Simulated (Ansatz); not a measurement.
Ideal-gas functions of CH₄BrFSi (`C[SiH](F)Br`) at 800 K and 1 bar, from an Ansatz frequency run at PBE0-D4/def2-TZVP.

Molar mass 143.03 g/mol, point group C1 (symmetry number 1), electronic degeneracy 1, moments of inertia 82.501, 253.108, 310.383 u Å². Harmonic wavenumbers (cm⁻¹, unscaled): 154, 172, 216, 272, 428, 673, 731, 770, 840, 883, 929, 1282, 1440, 1442, 2268, 3054, 3142, 3150.

Use S(trans) = R[1.5 ln M + 2.5 ln T − 1.1517]; rotational temperatures θ = 24.2544 K / I; S(rot) = R[ln(√π/σ · √(T³/θAθBθC)) + 1.5]; for each mode x = 1.438777 ν̃/T, S = R[x/(eˣ − 1) − ln(1 − e⁻ˣ)] and H = RT x/(eˣ − 1); 1 cm⁻¹ = 0.0119627 kJ/mol; R = 8.31446 J/(mol·K).

Q: By hand: the entropy, in J/(mol·K).

A: Translation 191.3. Rotation: θ = 0.294, 0.0958, 0.0781 K, giving 126.0. Vibration, mode by mode: 19.02, 18.10, 16.23, 14.34, 10.69, 7.22, 6.61, 6.24, 5.63, 5.29, 4.95, 3.00, 2.40, 2.39, 0.73, 0.22, 0.19, 0.19, in all 123.4. Electronic 0.0. Sum 440.7 J/(mol·K).

Q: By hand: H − E and G − E in kJ/mol, counted from the electronic energy.

A: Zero-point energy ½ × 21846 × 0.0119627 = 130.7; thermal vibration 49.7; translation, rotation and pV give 4 RT = 26.6. H − E = 207.0 kJ/mol, and G − E = 207.0 − 800 × 440.7/1000 = -145.6 kJ/mol.

Vibration gives 28 % of the entropy. The sum counts one conformer and one mirror image; others add a mixing term.
